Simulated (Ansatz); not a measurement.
Relaxation of Cl$_{4}$F$_{3}$HMo (9 atoms, charge 0, multiplicity 1), to a largest force component of 0.03 eV/Å in at most 50 steps.

These are results of Ansatz 0.2.0, RHF/def2-SVP, not measurements.

```xyz
9
Properties=species:S:1:pos:R:3:forces:R:3
Mo -0.375 0.137 -0.290 -4.77 -0.54 -2.06
Cl 0.590 0.342 3.094 0.77 0.97 -0.60
Cl 2.893 -0.294 -0.226 -0.02 0.02 0.01
Cl -0.694 2.300 0.498 0.02 0.01 0.03
Cl -2.592 -0.178 -0.941 -0.02 0.01 -0.02
F -0.341 -1.400 0.645 0.10 -0.08 0.14
F 0.315 0.517 -1.935 0.01 -0.02 0.06
F 1.450 0.398 0.276 4.63 0.41 1.02
H 1.122 1.186 2.231 -0.71 -0.78 1.42
```

Where does it end, and by what steps?

The run converged. After 26 steps the energy has fallen by 1.241 eV; Cl2 moved furthest, 1.49 Å.

```
step  energy less start (eV)  largest force component (eV/Å)  accepted
   0                  0.0000                           4.769       yes
   1                 -0.7279                           2.361       yes
   2                 -1.0122                           1.214       yes
   3                 -1.0868                           1.406       yes
   4                 -1.1809                           0.556       yes
   5                 -1.2053                           0.198       yes
   6                 -1.2175                           0.357       yes
   7                 -1.1701                           1.098        no
   8                 -1.2273                           0.048       yes
   9                 -1.2313                           0.061       yes
  10                 -1.2337                           0.040       yes
  11                 -1.2330                           0.236        no
  12                 -1.2357                           0.048       yes
  13                 -1.2370                           0.113       yes
  14                 -1.2376                           0.147       yes
  15                 -1.2383                           0.089       yes
  16                 -1.2388                           0.035       yes
  17                 -1.2393                           0.043       yes
  18                 -1.2397                           0.070       yes
  19                 -1.2400                           0.056       yes
  20                 -1.2406                           0.051       yes
  21                 -1.2408                           0.058       yes
  22                 -1.2409                           0.067       yes
  23                 -1.2411                           0.060       yes
  24                 -1.2412                           0.052       yes
  25                 -1.2413                           0.042       yes
  26                 -1.2414                           0.028       yes
```

```xyz
9
Properties=species:S:1:pos:R:3
Mo -0.626 0.092 -0.718
Cl 1.842 1.065 3.467
Cl 2.853 -0.899 0.273
Cl -1.101 1.665 0.907
Cl -2.742 -0.135 -1.589
F -0.500 -1.491 0.143
F 0.150 0.983 -2.077
F 1.655 0.204 0.117
H 0.838 1.525 2.830
```

Whether the end is a true minimum wasn't checked by a vibrational analysis.

Time of the run: 100 s on 4 threads of Arm Neoverse V2, with other jobs on the host, peak memory 0.55 GiB.
